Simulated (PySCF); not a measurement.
AsF₃.

```xyz
4

F      1.2816    -0.7399    -0.4878
As     0.0000     0.0000     0.3991
F      0.0000     1.4798    -0.4878
F     -1.2816    -0.7399    -0.4878
```
Charge 0, spin multiplicity 1.

Geometry: ωB97X-D3(BJ)/def2-SVP.

Level of theory: PySCF with PBE/pcSseg-2. Non-relativistic, no solvent.

Computed absolute GIAO shielding of each atom: isotropic value and principal components (ppm):
| atom | σ(iso) | σ11 | σ22 | σ33 | span |
|---|---|---|---|---|---|
| F1 | 176.2 | 32.8 | 152.5 | 343.2 | 310.4 |
| As2 | 929.2 | 796.7 | 796.7 | 1194.1 | 397.3 |
| F3 | 176.2 | 32.8 | 152.5 | 343.2 | 310.4 |
| F4 | 176.2 | 32.8 | 152.5 | 343.2 | 310.4 |
